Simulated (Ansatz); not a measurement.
Cost and result up the ladder for `Cc1cc(-c2sc(C(F)(F)F)cc2C)sc1-c1cc(C)c(C(F)(F)F)s1` (38 atoms). Charge 0, multiplicity 1. Geometry: PBE-D4/def2-SVP.

```xyz
38

C    -0.755    0.767    3.193
C    -0.151    0.597    1.830
C     1.089    1.173    1.451
C     1.484    0.908    0.138
C     2.694    1.335   -0.527
S     3.930    2.130    0.430
C     4.947    2.333   -0.960
C     6.296    2.970   -0.844
F     6.824    3.195   -2.069
F     7.173    2.191   -0.160
F     6.240    4.155   -0.187
C     4.367    1.806   -2.098
C     3.082    1.231   -1.874
C     2.261    0.604   -2.964
S     0.275   -0.082   -0.652
C    -0.733   -0.133    0.779
C    -1.972   -0.874    0.716
C    -2.465   -1.618   -0.362
C    -3.721   -2.238   -0.126
C    -4.450   -3.099   -1.120
C    -4.184   -1.956    1.158
C    -5.470   -2.410    1.768
F    -5.590   -3.764    1.748
F    -5.577   -2.008    3.056
F    -6.551   -1.924    1.099
S    -3.097   -0.946    2.056
H    -0.095    1.373    3.843
H    -1.742    1.275    3.147
H    -0.921   -0.209    3.696
H     1.693    1.786    2.136
H     4.857    1.839   -3.080
H     2.133   -0.489   -2.809
H     2.745    0.747   -3.949
H     1.242    1.042   -3.018
H    -1.920   -1.715   -1.312
H    -5.509   -2.789   -1.216
H    -4.453   -4.160   -0.798
H    -3.977   -3.043   -2.118
```

Ansatz on 2 threads of AMD EPYC 7R13 on a shared host and a share (18 GiB) of an NVIDIA H100 80GB HBM3. Times are rough, and most runs start from the orbitals of an earlier one. PBE0-D4/def2-TZVP serves as the yardstick here, not as an exact answer. Differences are given only for rows in sets of like size (and for xTB, whose basis is part of the method), since another set adds its own error. Binding counts from free atoms at the same level (C triplet, S triplet, F doublet, H doublet; other spins of the atoms weren't run), without zero-point energy or a counterpoise term.

Single mean-field runs in def2-SVP, def2-TZVP are fitted with def2-universal-jkfit.

```json
{"level": "PBE-D4/def2-SVP", "functions": "436", "wall time": "5.5 s", "binding energy per atom (eV)": "5.14", "difference from PBE0-D4/def2-TZVP (eV)": "–"}
{"level": "PBE0-D4/def2-SVP", "functions": "436", "wall time": "7 s", "binding energy per atom (eV)": "4.99", "difference from PBE0-D4/def2-TZVP (eV)": "–"}
{"level": "PBE-D4/def2-TZVP (with forces)", "functions": "896", "wall time": "8.5 s", "binding energy per atom (eV)": "5.05", "difference from PBE0-D4/def2-TZVP (eV)": "0.14"}
{"level": "r2SCAN-D4/def2-TZVP", "functions": "896", "wall time": "9 s", "binding energy per atom (eV)": "4.87", "difference from PBE0-D4/def2-TZVP (eV)": "-0.04"}
{"level": "PBE0-D4/def2-TZVP (with forces)", "functions": "896", "wall time": "9.5 s", "binding energy per atom (eV)": "4.91", "difference from PBE0-D4/def2-TZVP (eV)": "0.00"}
```
